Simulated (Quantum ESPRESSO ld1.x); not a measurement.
Radial electron density D(r) = 4 pi r^2 rho(r) of an atom or ion with 14 electrons. All-electron calculation, scalar-relativistic Kohn-Sham, revPBE, spin-unpolarised, spherical densities, point nucleus. Program: ld1.x of Quantum ESPRESSO 7.5.

r (bohr),D(r) (e/bohr)
0.001682,12.01
0.001882,14.20
0.002122,16.92
0.002392,20.07
0.002676,23.45
0.003017,27.56
0.003375,31.87
0.003805,37.00
0.00429,42.63
0.004798,48.29
0.00541,54.69
0.0061,61.30
0.006823,67.46
0.007693,73.82
0.008673,79.61
0.009701,84.22
0.01094,87.98
0.01233,90.22
0.01379,90.80
0.01555,89.77
0.01754,87.25
0.01961,84.00
0.02211,80.27
0.02493,77.24
0.02789,75.95
0.03145,77.04
0.03517,80.71
0.03966,87.23
0.04471,95.29
0.05001,102.5
0.05639,107.6
0.06358,107.7
0.07111,102.2
0.08018,90.43
0.0904,74.44
0.1011,58.63
0.114,44.08
0.1285,34.40
0.1438,30.09
0.1621,28.87
0.1828,28.30
0.2044,26.19
0.2305,21.46
0.2599,15.15
0.2907,9.400
0.3277,4.718
0.3666,2.068
0.4133,0.6899
0.466,0.1799
0.5213,0.04012
0.5877,0.005991
0.6627,0.0006381

What is the nuclear charge?

Answer. Z = 68. The innermost maximum, from 1s, lies near gamma/Z bohr with gamma = sqrt(1 - (Z/c)^2) = 0.868, here 0.0128 bohr (found: 0.0136), and its height grows with Z. The density is that of the erbium ion Er54+ in [Ne] 3s2 3p2; the configuration itself is not fixed sharply by these data, and Z only to a few units. D(r) has 2 maxima, at r = 0.0136, 0.0601 bohr, and minima at 0.0283 bohr, inside which lie 2.00 electrons.
